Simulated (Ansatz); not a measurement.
B15P15H34⁺, a nanocrystal cut from wurtzite BP (hydrogen-capped). The state is a doublet with charge 1. Geometry PBE-D4/def2-SVP, that of the neutral singlet; atoms count from 1.

Cartesian coordinates in Å:
```
B -2.013 3.261 1.454
P -1.756 3.332 -0.474
P -0.380 2.422 2.214
B 0.985 2.118 0.842
B 2.391 1.243 3.647
P 2.576 1.303 1.699
B -1.408 1.598 -1.274
P -1.160 1.685 -3.197
P 0.249 0.815 -0.439
B 1.575 0.486 -1.857
B 2.955 -0.440 0.912
P 3.171 -0.342 -1.023
B -0.816 -0.047 -4.017
P 0.785 -0.797 -3.109
B 3.591 -2.073 -1.837
P -3.498 2.035 1.758
B -0.790 0.780 3.203
P 0.888 0.018 3.933
B -3.201 0.246 1.057
P -2.907 0.392 -0.873
P -1.521 -0.446 1.857
B -0.198 -0.870 0.483
B 1.171 -1.793 3.258
P 1.453 -1.651 1.316
B -2.611 -1.385 -1.640
P -2.336 -1.176 -3.553
P -0.927 -2.088 -0.860
B 0.401 -2.512 -2.241
B 1.764 -3.433 0.544
P 2.049 -3.190 -1.373
H -2.246 4.375 1.890
H -0.712 4.246 -0.799
H -2.866 3.963 -1.127
H 0.102 3.392 3.141
H 1.251 3.154 0.245
H 2.135 2.366 4.078
H 3.405 0.739 4.114
H 3.643 2.196 1.361
H -0.116 2.600 -3.522
H -2.279 2.341 -3.810
H 1.832 1.547 -2.413
H 3.963 -0.911 1.418
H 4.229 0.577 -1.316
H -0.690 0.074 -5.223
H 1.702 -1.031 -4.174
H 3.696 -1.948 -3.055
H 4.586 -2.526 -1.285
H -4.718 2.587 1.249
H -3.791 1.999 3.151
H -1.639 0.998 4.059
H 0.638 -0.031 5.341
H -4.163 -0.476 1.257
H -4.088 0.955 -1.471
H -1.896 -1.655 2.511
H 2.210 -2.233 3.734
H 0.184 -2.494 3.474
H -3.581 -2.084 -1.402
H -3.528 -0.703 -4.191
H -2.185 -2.441 -4.191
H -1.301 -3.302 -0.213
H -0.085 -3.298 -3.045
H 2.798 -3.859 1.045
H 0.780 -4.142 0.750
H 2.242 -4.465 -1.992
```

Single mean-field runs in def2-SVP are fitted with def2-universal-jkfit.

Question: Estimate the Mulliken populations of the heavy atoms from the PBE0/def2-SVP orbitals of Ansatz.

Answer: 
```tsv
atom	charge (e)	spin (α − β)
B1	-0.21	0.00
P2	0.19	0.00
P3	0.05	0.01
B4	-0.14	0.01
B5	-0.21	0.02
P6	0.11	0.08
B7	-0.28	0.00
P8	0.19	0.00
P9	0.00	0.02
B10	-0.14	0.01
B11	-0.23	0.04
P12	0.11	0.08
B13	-0.21	0.00
P14	0.05	0.01
B15	-0.21	0.02
P16	0.16	0.00
B17	-0.19	0.00
P18	0.06	0.06
B19	-0.16	0.00
P20	0.11	0.00
P21	0.10	0.03
B22	-0.23	-0.01
B23	-0.16	0.12
P24	-0.01	0.13
B25	-0.16	0.00
P26	0.16	0.00
P27	0.10	0.03
B28	-0.19	0.00
B29	-0.16	0.12
P30	0.06	0.06
```
Mulliken values and Mayer orders depend strongly on the basis.

Question: Where does the spin sit?

Answer: Summed by element: B 0.32, P 0.52, H 0.15, of 1 unpaired in all. Largest on single atoms: P24 0.13, B23 0.12, B29 0.12.

Question: And the Mayer bond orders between bonded heavy atoms (over 0.3, the first 40 of 43)?

Answer: B1–P2 0.90 (1.95 Å); B1–P3 0.87 (1.99 Å); B1–P16 0.92 (1.95 Å); P2–B7 0.95 (1.94 Å); P3–B4 0.89 (1.96 Å); P3–B17 0.90 (1.96 Å); B4–P6 0.91 (1.98 Å); B4–P9 0.86 (1.97 Å); B5–P6 0.83 (1.96 Å); B5–P18 0.88 (1.96 Å); P6–B11 0.85 (1.95 Å); B7–P8 0.95 (1.94 Å); B7–P9 0.86 (2.01 Å); B7–P20 0.94 (1.96 Å); P8–B13 0.90 (1.95 Å); P9–B10 0.86 (1.97 Å); P9–B22 0.90 (1.97 Å); B10–P12 0.91 (1.98 Å); B10–P14 0.89 (1.96 Å); B11–P12 0.85 (1.95 Å); B11–P24 0.92 (1.97 Å); P12–B15 0.83 (1.96 Å); B13–P14 0.87 (1.99 Å); B13–P26 0.92 (1.95 Å); P14–B28 0.90 (1.96 Å); B15–P30 0.88 (1.96 Å); P16–B19 0.91 (1.94 Å); B17–P18 0.91 (1.98 Å); B17–P21 0.89 (1.96 Å); P18–B23 0.81 (1.95 Å); B19–P20 0.89 (1.96 Å); B19–P21 0.87 (1.98 Å); P20–B25 0.89 (1.96 Å); P21–B22 0.91 (1.95 Å); B22–P24 0.89 (2.01 Å); B22–P27 0.91 (1.95 Å); B23–P24 0.76 (1.97 Å); P24–B29 0.76 (1.97 Å); B25–P26 0.91 (1.94 Å); B25–P27 0.87 (1.98 Å).
